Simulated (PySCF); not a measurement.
**Correlation energy of Ru (ruthenium, neutral)**

[Kr] 4d6 5s2, high-spin 5D determinant (an excited configuration). All numbers are calculated (PySCF 2.14, scalar relativity through the core potential, in aug-cc-pwCVDZ-PP with ECP28MDF). Frozen: 4s2 4p6; 8 electrons correlated.

| level | correlation energy (mhartree) |
| --- | --- |
| CCSD | -180.93 |
| (T) | -6.28 |
| CCSD(T) | -187.21 |

Diagnostics: T1 = 0.025, D1 = 0.0906, largest double amplitude 0.054.

Cost of the coupled-cluster step: about 10 core-seconds, for 8 correlated electrons.

Iterations:

```
CC2 = 0
CCSD nocc = (np.int64(6), np.int64(2)), nmo = (66, 66)
frozen orbitals [[0, 1, 2, 3], [0, 1, 2, 3]]
max_cycle = 100
direct = 0
conv_tol = 1e-08
conv_tol_normt = 1e-06
diis_space = 8
diis_start_cycle = 0
Init t2, MP2 energy = -0.171931328547078
Init E_corr(UCCSD) = -0.171931328547269
cycle = 1  E_corr(UCCSD) = -0.175855278387294  dE = -0.00392394984  norm(t1,t2) = 0.0712269
cycle = 2  E_corr(UCCSD) = -0.178984966174322  dE = -0.00312968779  norm(t1,t2) = 0.0271406
cycle = 3  E_corr(UCCSD) = -0.180847255843581  dE = -0.00186228967  norm(t1,t2) = 0.0138181
cycle = 4  E_corr(UCCSD) = -0.180918393276237  dE = -7.11374327e-05  norm(t1,t2) = 0.00249631
cycle = 5  E_corr(UCCSD) = -0.180924710326808  dE = -6.31705057e-06  norm(t1,t2) = 0.00202448
cycle = 6  E_corr(UCCSD) = -0.180933466784518  dE = -8.75645771e-06  norm(t1,t2) = 0.00182827
cycle = 7  E_corr(UCCSD) = -0.180935519065362  dE = -2.05228084e-06  norm(t1,t2) = 0.00187591
cycle = 8  E_corr(UCCSD) = -0.180936159332073  dE = -6.40266711e-07  norm(t1,t2) = 0.00157925
cycle = 9  E_corr(UCCSD) = -0.180923529853912  dE = 1.26294782e-05  norm(t1,t2) = 0.000890944
cycle = 10  E_corr(UCCSD) = -0.180927874607502  dE = -4.34475359e-06  norm(t1,t2) = 0.000381694
cycle = 11  E_corr(UCCSD) = -0.180928717112228  dE = -8.42504726e-07  norm(t1,t2) = 0.000184917
cycle = 12  E_corr(UCCSD) = -0.180927845407966  dE = 8.71704262e-07  norm(t1,t2) = 7.81906e-05
cycle = 13  E_corr(UCCSD) = -0.180926211978119  dE = 1.63342985e-06  norm(t1,t2) = 2.25529e-05
cycle = 14  E_corr(UCCSD) = -0.180926058501205  dE = 1.53476914e-07  norm(t1,t2) = 7.07046e-06
cycle = 15  E_corr(UCCSD) = -0.180926121095783  dE = -6.25945779e-08  norm(t1,t2) = 3.24866e-06
cycle = 16  E_corr(UCCSD) = -0.180926194723726  dE = -7.3627943e-08  norm(t1,t2) = 1.19992e-06
cycle = 17  E_corr(UCCSD) = -0.180926212629534  dE = -1.79058078e-08  norm(t1,t2) = 4.30894e-07
cycle = 18  E_corr(UCCSD) = -0.180926212174924  dE = 4.54610238e-10  norm(t1,t2) = 2.53e-07
UCCSD converged
E(UCCSD) = -93.97064545172269  E_corr = -0.1809262121749236
UCCSD(T) correction = -0.00628344385039122
```
